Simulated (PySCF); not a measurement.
Zn(Me)(OSiH3) (CH6OSiZn), SMILES [CH3][Zn][O][SiH3].

Geometry: PBE-D3(BJ)/def2-SVP. The structure was generated by enumeration; whether it is a known compound was not checked. One conformer was computed; it need not be the lowest.

The numbers are results of IEF-PCM-M06-2X/def2-SVP run with PySCF, not measurements.

The values are the electrostatic part of the solvation free energy, E(continuum) − E(gas) at the gas-phase geometry, in a cavity of scaled van der Waals radii (PySCF's table); cavitation and dispersion terms are not included. A continuum can't describe solvent molecules that bind to the metal. In vacuum the orbital gap is 9.35 eV. The dipole moment in vacuum is 2.33 D.

| solvent | ε | ΔG(elec) (kcal/mol) | dipole (D) | gap (eV) |
|---|---|---|---|---|
| water | 78.36 | -12.8 | 2.55 | 9.47 |
| N,N-dimethylformamide | 37.22 | -12.5 | 2.55 | 9.47 |
| acetone | 20.49 | -12.0 | 2.55 | 9.48 |
